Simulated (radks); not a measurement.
Task: The table gives one normalised radial function P(r) = r R(r) of Au11+ in [Xe] 4f14 (r in bohr). All-electron calculation, scalar-relativistic Kohn-Sham, PBE, spin-polarised, spherical densities, finite nucleus; Fermi nuclear charge, rms radius 5.4371 fm. Program: a radial shooting solver on a logarithmic mesh with Libxc functionals.

r              P
0.001267   0.1030
0.001905   0.1354
0.002888   0.1727
0.004343   0.2077
0.006584   0.2276
0.009901   0.2075
0.01501    0.1138
0.02275   -0.0702
0.03421   -0.2814
0.05186   -0.3360
0.07799   -0.0242
0.1182     0.4513
0.1778     0.2862
0.2695    -0.5651
0.4053    -0.4709
0.6144     0.8313
0.9239     1.2418
1.401      0.5023
2.106      0.0579
3.193      0.0011

Which n and l does it have? It may be an empty orbital.

Result: n = 5, l = 0: the number of nodes gives n - l - 1 = 4, the rise at small r (about r^(l+1), flatter next to the nucleus through relativity) gives l, and the extent must fit the shell. The curve is that of 5s. 5s: eigenvalue -295.25 eV, 4 radial nodes at r = 0.0198, 0.0796, 0.206, 0.477 bohr, <r> = 0.887 bohr, 90 % of the charge inside 1.25 bohr.
